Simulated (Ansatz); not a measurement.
Reactions of C$_{3}$H$_{6}$F$_{2}$O (`CC(O)(F)CF`).

Calculated with Ansatz (gas phase, PBE0-D4/def2-TZVP geometries, no zero-point term in ΔE). CBS: MP2 limit from def2 TZ/QZ plus the TZ coupled-cluster correction, frozen cores. This one scheme is used for every species. DFT in def2-TZVPP. For Se outer-core shells are correlated without core-valence functions, which leaves a few kJ/mol of doubt a bond. Scalar relativity is left out up to krypton. Each species was taken in one conformer, which may not be the lowest.

```json
{"reaction": "`CC(O)(F)CF` + H₂ → `CC(O)F` + fluoromethane", "PBE0-D4 (kcal/mol)": "-8.1", "MP2/CBS(def2) (kcal/mol)": "-7.0", "CCSD(T)/CBS(def2) (kcal/mol)": "-7.4"}
{"reaction": "`CC(O)(F)CF` + `N[SiH](N)S` → `CN[SiH](N)S` + `OC(F)CF`", "PBE0-D4 (kcal/mol)": "14.7", "MP2/CBS(def2) (kcal/mol)": "16.7", "CCSD(T)/CBS(def2) (kcal/mol)": "16.2"}
{"reaction": "`CC(O)(F)CF` + H₂Se → `CC(O)(F)[SeH]` + fluoromethane", "PBE0-D4 (kcal/mol)": "7.2", "MP2/CBS(def2) (kcal/mol)": "6.1", "CCSD(T)/CBS(def2) (kcal/mol)": "7.6"}
{"reaction": "`CC(O)(F)CF` + H–F → `CC(F)(F)CF` + H₂O", "PBE0-D4 (kcal/mol)": "1.3", "MP2/CBS(def2) (kcal/mol)": "2.8", "CCSD(T)/CBS(def2) (kcal/mol)": "1.9"}
{"reaction": "`CC(O)(F)CF` + `CC(N)N` → `CNC(C)N` + `OC(F)CF`", "PBE0-D4 (kcal/mol)": "12.4", "MP2/CBS(def2) (kcal/mol)": "14.0", "CCSD(T)/CBS(def2) (kcal/mol)": "13.7"}
{"reaction": "`CC(O)(F)CF` + CH₃NH₂ → `CNCF` + `CC(O)F`", "PBE0-D4 (kcal/mol)": "-0.1", "MP2/CBS(def2) (kcal/mol)": "1.0", "CCSD(T)/CBS(def2) (kcal/mol)": "1.3"}
{"reaction": "`CC(O)(F)CF` + `CCOCF` → `FCCCOCF` + `CC(O)F`", "PBE0-D4 (kcal/mol)": "3.2", "MP2/CBS(def2) (kcal/mol)": "3.4", "CCSD(T)/CBS(def2) (kcal/mol)": "3.5"}
```

Largest T1 diagnostic: 0.011, for `OC(F)CF`.
